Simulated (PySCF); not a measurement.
## Radial density of Mg (magnesium, neutral)

BHandHLYP, [Ne] 3d2, high-spin 3F determinant (an excited configuration). Calculation: PySCF 2.14, in aug-cc-pV5Z (8s7p5d4f3g2h, 131 functions); no relativity, point nucleus.

| r (bohr) | 4πr²ρ (e/bohr) | 4πr²(ρα − ρβ) |
| --- | --- | --- |
| 0.00210 | 0.05776 | 0.0000 |
| 0.00354 | 0.1579 | 0.0000 |
| 0.00595 | 0.4216 | 0.0000 |
| 0.0100 | 1.082 | 0.0000 |
| 0.0168 | 2.600 | 0.0000 |
| 0.0283 | 5.592 | 0.0000 |
| 0.0477 | 10.00 | 0.0000 |
| 0.0802 | 13.24 | 0.0001 |
| 0.135 | 11.18 | 0.0005 |
| 0.227 | 7.385 | 0.0016 |
| 0.381 | 9.855 | 0.0033 |
| 0.642 | 9.950 | 0.0037 |
| 1.08 | 3.416 | 0.0092 |
| 1.82 | 0.3147 | 0.0549 |
| 3.05 | 0.2231 | 0.2213 |
| 5.14 | 0.3789 | 0.3788 |
| 8.64 | 0.1304 | 0.1304 |
| 14.5 | 0.0001149 | 0.0001 |

The outer electron is Rydberg-like, and this basis confines it to a smaller radius and binds it less than a complete one would.
